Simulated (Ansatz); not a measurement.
Species: C₂H₁₁OSi₂, charge 1, multiplicity 1. It need not be the lowest isomer of its formula. 
Structure (B3LYP-D3(BJ)/def2-TZVP (Ansatz, a program for electronic structure) minimum search):
SMILES: [OH+]([SiH](C)C)[SiH3]
```xyz
16

Si    -0.8570    -0.0970    -0.4704
C     -1.5062     1.5692    -0.9106
C     -1.9624    -1.2045     0.5006
O      0.5721     0.2230     0.6199
Si     2.2682    -0.2181     0.3116
H     -0.0922    -0.7658    -1.5374
H     -2.3297     1.4556    -1.6212
H     -0.7447     2.1913    -1.3829
H     -1.9028     2.0948    -0.0391
H     -1.4534    -2.1183     0.8104
H     -2.3636    -0.7051     1.3853
H     -2.8145    -1.4935    -0.1211
H      2.2420    -1.6781     0.1775
H      2.9312     0.2837     1.5212
H      2.6078     0.4944    -0.9241
H      0.3976     0.6810     1.4555
```
Charge +1, spin multiplicity 1.

Parts of the frozen-core correlation energy in cc-pV(D+d)Z (Ansatz, hartree). Frozen orbitals: 13; correlated occupied orbitals by spin: 16 and 16; virtual: 114 and 114. Spin-orbit coupling is left out. No relativistic terms.

```
term                            value
-------------------------  ----------
reference (HF)             -734.73392
MP2 opposite-spin            -0.53050
MP2 same-spin                -0.14507
CCSD correlation             -0.75058
(T)                          -0.01824
T1 diagnostic                   0.009
largest doubles amplitude       0.026
```
